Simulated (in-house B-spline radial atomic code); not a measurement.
## Ionising Ru VIII (Ru7+) with different functionals

Computed with a radial B-spline atomic code at the basis-set limit: four-component Dirac-Coulomb Hamiltonian, Fermi nucleus of rms radius 4.4809 fm, spin-restricted, spherical fractional occupations for the functionals. The ionisation energy is the difference of two self-consistent energies, [Kr] 4d1 → [Ar] 3d10 4s2 4p6, without Breit or QED terms; ε is the level of the shell that loses the electron (mean over j). The electron is taken from both j subshells in proportion to 2j + 1, so the result is a j average, not the step between ground levels.

Hybrids are left out here: with spherical fractional occupations of an open shell their exact exchange keeps a self-interaction that integer-occupation calculations don't have.

```tsv
method	rung	ΔSCF (eV)	-ε(4d) (eV)
LDA VWN5	LDA	111.00	101.88
relativistic LDA	LDA	111.02	101.90
LDA PW92	LDA	?	?
LDA exchange-only	LDA	?	?
PBE	GGA	110.80	101.68
PBEsol	GGA	110.77	101.65
BLYP	GGA	110.66	101.53
RPBE	GGA	110.78	101.66
PW91	GGA	110.91	101.79
BP86	GGA	110.84	101.72
AM05	GGA	110.79	101.67
OLYP	GGA	111.21	102.06
```

**Question.** What does LDA exchange-only give?

**Answer.** ΔSCF 109.17 eV, and -ε(4d) = 100.06 eV.

**Question.** What does LDA PW92 give?

**Answer.** ΔSCF 110.99 eV, and -ε(4d) = 101.87 eV.

**Question.** How do they compare with the NIST value?

**Answer.** NIST lists 110 eV ± 2.1 (tabulated theory, ground level to ground level). Errors run from -0.83 to +1.21 eV; all lie within about twice that uncertainty, so the table can't rank the methods.
